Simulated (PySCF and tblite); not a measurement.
Results of a calculation; reference values are marked as such.
System: C5H4NS (charge -1), numbered as in [CH2:1]=[CH:2]/[CH:3]=[C:4](/[S-:5])[C:6]#[N:7].

Level: PBE0/pcSseg-1 + D3(BJ) on GFN2-xTB stationary points, with GFN2-xTB thermal terms. Rates follow Eyring's equation with the number of equivalent paths and no tunnelling. (PySCF 2.14 with density fitting, tblite 0.8.)

The ion is treated without a counter-ion.

(1) Estimate the barrier and the room-temperature rate of the rotation about the C2–C3 bond (torsion C1–C2–C3–C4 from 180° to 360°, rising).

Results:

(1) The electronic barrier is 12.9 kcal/mol and ΔG‡(298 K) 12.4 kcal/mol, over a C1 saddle with an imaginary mode of 236i cm⁻¹ (GFN2-xTB). With 2 equivalent paths, k is 1×10⁴ s⁻¹, a mean lifetime of the start of 100 µs against this motion. The end lies 5.7 kcal/mol above the start in free energy.
